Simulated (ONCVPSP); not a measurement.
## Transferability test, ONCV potential for lead (Pb)

- Element: Pb (Z = 82)
- Generator: ONCVPSP 4.0.1
- Type: optimised norm-conserving Vanderbilt (ONCV)
- Functional: PBEsol
- Relativity: fully relativistic
- Frozen core: [Xe] 4f14
- Valence charge: 14
- Reference configuration: 5d10 6s2 6p2
- Partial waves: 6s: rc 2.00 bohr, ncon 5, nbas 8, qcut 2.8 1/bohr, 2 projectors, debl 3.6 Ha; 6p: rc 2.20 bohr, ncon 4, nbas 8, qcut 3.6 1/bohr, 2 projectors, debl 3.4 Ha; 5d: rc 1.50 bohr, ncon 4, nbas 8, qcut 9.7 1/bohr, 1 projector
- Local potential: polynomial inside 1.40 bohr (lpopt 3, dvloc0 1 Ha)
- Core correction: none

Open shells are filled in proportion to 2j + 1.

Energies are relative to the spin-unpolarised reference configuration 5d10 6s2 6p2; without spin polarisation the order of configurations can differ from experiment.

```csv
valence configuration,charge,ΔE all-electron (eV),error AE − PS (meV)
5d10 6s2 6p1,+1,6.722,-0.7
5d10 6s1 6p0,+3,52.807,-4.0
5d10 6s2 6p1.5,+0.5,2.561,-0.1
```

(1) What are ΔE and the potential's error for 5d10 6s2 6p0?

Levels in the configuration 5d10 6s2 6p1.5:

```json
{"level": "5d j=5/2", "all-electron (eV)": "-23.710", "pseudo (eV)": "-23.698"}
{"level": "5d j=3/2", "all-electron (eV)": "-26.303", "pseudo (eV)": "-26.289"}
{"level": "6s j=1/2", "all-electron (eV)": "-15.498", "pseudo (eV)": "-15.498"}
{"level": "6p j=3/2", "all-electron (eV)": "-6.112", "pseudo (eV)": "-6.112"}
{"level": "6p j=1/2", "all-electron (eV)": "-7.796", "pseudo (eV)": "-7.796"}
```

Note: no bound ghost flagged; GHOST(+) flagged for s at 34.4 eV, p3/2 at 81.6 eV, p1/2 at 104.6 eV.

## Answers

(1) ΔE = 20.331 eV all-electron; the error (AE − PS) is -5.6 meV.
